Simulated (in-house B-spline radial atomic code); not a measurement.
Results of a calculation; reference values are marked as such.
## Co in an electron gas of r_s = 1.65: phase shifts, screening and friction

A nucleus sits in a uniform electron gas with a rigid positive background. The Kohn-Sham equations are solved self-consistently in the spin-unpolarised LDA (PW92), non-relativistic, on B-splines with outgoing waves at the boundary and partial waves to l = 8. The model has no lattice, no bands and no magnetic solution. Atomic units; δ_l are the phase shifts at the Fermi level, counted so that each bound state adds π, and good to about 0.0005.

The density parameter is r_s = 1.65 bohr.

```csv
l,δ_l (rad)
0,8.8656
1,6.3357
2,2.7574
3,0.0735
4,0.0182
5,0.0043
6,0.0010
7,0.0001
8,-0.0001
```

Bound levels below the band bottom (hartree): s -274.7, s -31.42, p -27.19, s -2.807, p -1.557.

Task: Check the Friedel sum rule, and say where the screening charge sits.

Result: k_F = (9π/4)^(1/3)/r_s = 1.16313. The rule is Z = (2/π) Σ (2l + 1) δ_l. The terms are s 5.644, p 12.100, d 8.777, f 0.328 and 0.143 beyond, in all 26.991 against Z = 27. Bound states hold 6 s, 12 p, 0 d electrons, so the scattering states carry 8.99 in all; where a term is smaller than its bound count, the bound level has drawn weight out of the band.

Task: Find the transport cross section and the electronic stopping of a 2 keV Co ion (mass 58.93 u).

Result: σ_tr = (4π/k_F²) Σ (l + 1) sin²(δ_l − δ_(l+1)). The terms for l = 0 to 3 are 0.3298, 0.3578, 0.5858, 0.0122, all together 1.2866, so σ_tr = 9.289 × 1.2866 = 11.951 bohr². With n = 3/(4π r_s³) = 0.05314, the friction coefficient is Q = n k_F σ_tr = 0.7387. For v well below v_F = 1.163, dE/dx = Q v; with 24801 eV per u at v = 1, v = √(2000/(24801 × 58.93)) = 0.0370, so dE/dx = 0.02733 hartree/bohr = 14.1 eV/nm. The largest term couples the d and f waves.
